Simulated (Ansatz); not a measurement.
A structure relaxed at PBE0-D4/def2-TZVP, charge 0, multiplicity 1:

```xyz
7

O    -0.7116    0.1591    0.9215
Al    0.3034   -0.2496   -0.6900
Cl    2.0096   -1.0436    0.2681
Cl   -0.8810   -1.5879   -1.7756
Cl    0.4343    1.7253   -1.4263
H    -0.9201    1.1010    0.9824
H    -0.2346   -0.1042    1.7200
```

**Question.** Give its formula and SMILES.

**Answer.** AlCl3H2O, `[OH2+][Al-]([Cl])([Cl])[Cl]`.

**Question.** Point group (tolerance 0.08 Å, 0.16 Å for H)?

**Answer.** Cs.

**Question.** Summarise the bond lengths by kind.

**Answer.** 1 × Al–O 1.948 Å; 2 × H–O 0.967 Å; 3 × Al–Cl 2.091 to 2.112 Å.

Program: Ansatz 0.2.0.
